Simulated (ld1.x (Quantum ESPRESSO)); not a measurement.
An all-electron radial function and its pseudo partner (H)

Columns: radius, all-electron u(r) and pseudo u(r) of the 1s shell (level -6.49 eV) of hydrogen in the configuration 1s1; PBE, scalar-relativistic, TM scheme, ld1.x (Quantum ESPRESSO) 7.5.

| r (bohr) | all-electron | pseudo |
| --- | --- | --- |
| 0.078 | 0.1384 | 0.1073 |
| 0.155 | 0.2543 | 0.2104 |
| 0.232 | 0.3518 | 0.3081 |
| 0.310 | 0.4342 | 0.3990 |
| 0.388 | 0.5020 | 0.4796 |
| 0.465 | 0.5565 | 0.5474 |
| 0.542 | 0.6002 | 0.6027 |
| 0.620 | 0.6349 | 0.6458 |
| 0.698 | 0.6612 | 0.6767 |
| 0.775 | 0.6801 | 0.6965 |
| 0.852 | 0.6929 | 0.7076 |
| 0.930 | 0.7006 | 0.7119 |
| 1.008 | 0.7036 | 0.7112 |
| 1.085 | 0.7027 | 0.7070 |
| 1.162 | 0.6985 | 0.7005 |
| 1.240 | 0.6914 | 0.6921 |
| 1.318 | 0.6820 | 0.6821 |
| 1.395 | 0.6707 | 0.6707 |
| 1.472 | 0.6578 | 0.6578 |
| 1.550 | 0.6435 | 0.6435 |
| 1.628 | 0.6280 | 0.6280 |
| 1.705 | 0.6119 | 0.6119 |
| 1.782 | 0.5952 | 0.5952 |
| 1.860 | 0.5778 | 0.5778 |
| 1.938 | 0.5602 | 0.5602 |
| 2.015 | 0.5425 | 0.5425 |

(1) How many radial nodes do the two functions have?

(2) At about which radius was the pseudo-wave matched?

(3) Where does each function peak?

(4) Is the pseudo-wave norm-conserving?

Answers

(1) The all-electron 1s function has n − l − 1 = 0; the pseudo-wave has 0.

(2) 1.50 bohr. The columns agree to 0.0005 from 1.32 bohr on; several derivatives are matched, so the curves merge somewhat inside the radius.

(3) Outermost all-electron maximum near 1.01 bohr, pseudo maximum near 0.93 bohr (to the table’s step).

(4) Yes: the TM scheme keeps the norm inside the radius equal to the all-electron one, which fixes the energy derivative of the logarithmic derivative at the level.
